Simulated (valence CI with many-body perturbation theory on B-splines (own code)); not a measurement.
# Rh³¹⁺: fill in the table

Method: relativistic CI+MBPT: four valence electrons over a frozen Dirac-Fock core [Ne], a basis of 11 s, 11 p, 9 d, 7 f, 5 g, 2 h, 1 i functions for each j, with the one-electron correlation potential Σ1, the two-electron term Σ2, the three-electron term Σ3, Breit, model QED; selected CI, second order for the rest (own B-spline code, finite nucleus).

No measured spectrum was set against this ion. As an estimate, large intervals hold to a few tenths of a per cent, small ones and those within an open d or f shell to about a per cent.

```
                     Level  E (cm⁻¹)
        (3s^2 3p1/2^2) J=0         0
    (3s^2 3p1/2 3p3/2) J=1    233750
    (3s^2 3p1/2 3p3/2) J=2    273320
        (3s^2 3p3/2^2) J=2    536250
        (3s^2 3p3/2^2) J=0    627000
    (3s 3p1/2^2 3p3/2) J=2         ?
    (3s 3p1/2^2 3p3/2) J=1         ?
(3s 3p1/2 3p3/2^2) J=2 [a]         ?
    (3s 3p1/2 3p3/2^2) J=3   1127600
    (3s^2 3p1/2 3d3/2) J=2   1149800
    (3s 3p1/2 3p3/2^2) J=0         ?
(3s 3p1/2 3p3/2^2) J=1 [a]   1238600
(3s 3p1/2 3p3/2^2) J=2 [b]   1272200
    (3s^2 3p1/2 3d5/2) J=3         ?
(3s 3p1/2 3p3/2^2) J=1 [b]   1323400
    (3s^2 3p1/2 3d5/2) J=2   1362100
    (3s^2 3p1/2 3d3/2) J=1   1369200
          (3s 3p3/2^3) J=2         ?
    (3s^2 3p3/2 3d5/2) J=4   1513300
    (3s^2 3p3/2 3d3/2) J=1   1551500
```

Levels are named by their leading jj configuration (3d3/2^4 stands for four electrons in 3d with j = 3/2), which in mixed levels can hold well under half, so a name can repeat and another be missing. Letters in brackets count levels of one name in rising energy.

Task: The levels stand in rising order. What does the calculation give for the missing energies?

Result: (3s 3p1/2^2 3p3/2) J=2 841020; (3s 3p1/2^2 3p3/2) J=1 970860; (3s 3p1/2 3p3/2^2) J=2 [a] 1063400; (3s 3p1/2 3p3/2^2) J=0 1215300; (3s^2 3p1/2 3d5/2) J=3 1310200; (3s 3p3/2^3) J=2 1432500.
